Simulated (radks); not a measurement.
Results of a calculation; reference values are marked as such.
Valence configurations of Cr+ (all share [Ar]). Level of theory: non-relativistic Kohn-Sham, TPSS, spin-polarised, spherical densities, point nucleus; open shells are filled with parallel spins first; meta-GGA in the generalised Kohn-Sham scheme (a radial shooting solver on a logarithmic mesh with Libxc functionals). Energies are relative to 3d5; eigenvalues in eV for spin up.

| valence | E (eV) | moment (Bohr magnetons) | e(3d) | e(4p) | e(4s) |
|---|---|---|---|---|---|
| 3d5 | 0.000 | 5 | -10.829 | - | - |
| 3d4.5 4s0.5 | 0.719 | 5 | -12.881 | - | -10.870 |
| 3d4 4s1 | 2.033 | 5 | -15.156 | - | -11.884 |
| 3d4.5 4p0.5 | 2.850 | 5 | -13.473 | -6.908 | - |
| 3d4 4p1 | 6.568 | 5 | -16.328 | -7.990 | - |
| 3d3 4p2 | 16.952 | 5 | -22.521 | -9.940 | - |

NIST lists [Ar] 3d5 as the ground configuration; this level of theory agrees among the configurations tried. The energies are those of spherical high-spin densities, not of single terms.
